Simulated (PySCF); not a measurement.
NICS in isomers of C7H8NOP.

Probes without a nucleus sit at each ring's centroid and 1 Å off its mean plane on both sides; NICS is minus the shielding there, NICSzz its component along the normal. Level: GIAO PBE0/pcSseg-1 (PySCF, non-relativistic, gas phase) on the GFN2-xTB geometries, one conformer each. Atom numbers follow the mapped SMILES.

Question: Order these rings by mean NICS(1)zz, lowest (most negative) first (ppm).
A. ring C4–N5–C6–C7–P8–C9 in `[CH3:1][C:2](=[O:3])[c:4]1[n:5][cH:6][cH:7][p:8][c:9]1[CH3:10]`
B. ring C3–P4–C5–C6–N7–C8 in `[CH2:1]=[CH:2][c:3]1[p:4][cH:5][cH:6][n:7][c:8]1[O:9][CH3:10]`
C. ring C5–C6–C7–N8–C9–C10 in `[CH3:1][O:2]/[CH:3]=[P:4]/[c:5]1[cH:6][cH:7][n:8][cH:9][cH:10]1`
D. ring C4–O5–C6–C7–P10 in `[CH3:1][CH:2]([CH3:3])[c:4]1[o:5][cH:6][c:7]([C:8]#[N:9])[p:10]1`

Answer: C (-27.5), A (-25.6), D (-23.6), B (-20.6).

```json
{"SMILES": "CO/C=P/c1ccncc1", "ring": "6-membered ring with N; formal bonds all aromatic", "NICS(0)": "-6.9", "NICS(1)": "-10.9", "NICS(1)zz": "-27.5", "HOMA": "0.99", "rms pucker (Å)": "0.01", "ring atoms with four or more neighbours": "0"}
{"SMILES": "CC(=O)c1nccpc1C", "ring": "6-membered ring with N and P; formal bonds all aromatic", "NICS(0)": "-6.6", "NICS(1)": "-10.7", "NICS(1)zz": "-25.6", "HOMA": "0.90", "rms pucker (Å)": "0.00", "ring atoms with four or more neighbours": "0"}
{"SMILES": "CC(C)c1occ(C#N)p1", "ring": "5-membered ring with O and P; formal bonds all aromatic", "NICS(0)": "-11.7", "NICS(1)": "-10.7", "NICS(1)zz": "-23.6", "HOMA": "0.46", "rms pucker (Å)": "0.00", "ring atoms with four or more neighbours": "0"}
{"SMILES": "C=Cc1pccnc1OC", "ring": "6-membered ring with N and P; formal bonds all aromatic", "NICS(0)": "-5.6", "NICS(1)": "-9.0", "NICS(1)zz": "-20.6", "HOMA": "0.89", "rms pucker (Å)": "0.00", "ring atoms with four or more neighbours": "0"}
```

NICS(0) gives another order. The isotropic NICS(1) ties some rings at the printed digit and otherwise keeps the order. Over the 4 rings with a HOMA value its correlation coefficient with NICS(1)zz is -0.32. HOMA uses Krygowski's 1993 parameters. NICS(1) and NICS(1)zz are means over the two faces.
